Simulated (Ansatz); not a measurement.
One change: `C=[CH][GaH][Cl]` becomes `C=[CH][Ga]([Cl])[Cl]`.

Ansatz, PBE0-D4/def2-TZVP geometries, multiplicity 1. Each molecule was computed in one conformer, which needn't be the lowest.

Scalar relativity is left out up to krypton.

| property | `C=[CH][GaH][Cl]` |
| --- | --- |
| zero-point energy (PBE0-D4/def2-TZVP) / kJ/mol | 131.1 |
| HOMO energy (PBE0/def2-TZVPP) / eV | -8.18 |
| HOMO energy (PBE/def2-TZVPP) / eV | -6.87 |
| HOMO energy (ωB97M-V/def2-TZVPP) / eV | -10.38 |
| LUMO energy (B3LYP/def2-TZVPP) / eV | -2.05 |
| size of the dipole moment (PBE/def2-TZVPP) / D | 2.61 |

(1) Give the same properties after the change, and the shifts. (Best estimate.)

Answers

(1) Computed: 
| property | `C=[CH][Ga]([Cl])[Cl]` | shift |
| --- | --- | --- |
| zero-point energy (PBE0-D4/def2-TZVP) / kJ/mol | 117.4 | -13.7 |
| HOMO energy (PBE0/def2-TZVPP) / eV | -8.74 | -0.56 |
| HOMO energy (PBE/def2-TZVPP) / eV | -7.47 | -0.60 |
| HOMO energy (ωB97M-V/def2-TZVPP) / eV | -10.98 | -0.60 |
| LUMO energy (B3LYP/def2-TZVPP) / eV | -2.09 | -0.04 |
| size of the dipole moment (PBE/def2-TZVPP) / D | 2.85 | 0.24 |

With PBE0 the HOMO falls by 0.56 eV and the LUMO falls by 0.05 eV, so the gap widens by about 0.51 eV. PBE moves the HOMO by -0.60 eV and ωB97M-V by -0.60 eV. Dipoles are sizes alone; their direction can turn.

B3LYP here is the variant with VWN-RPA as its local correlation; programs differ in this.
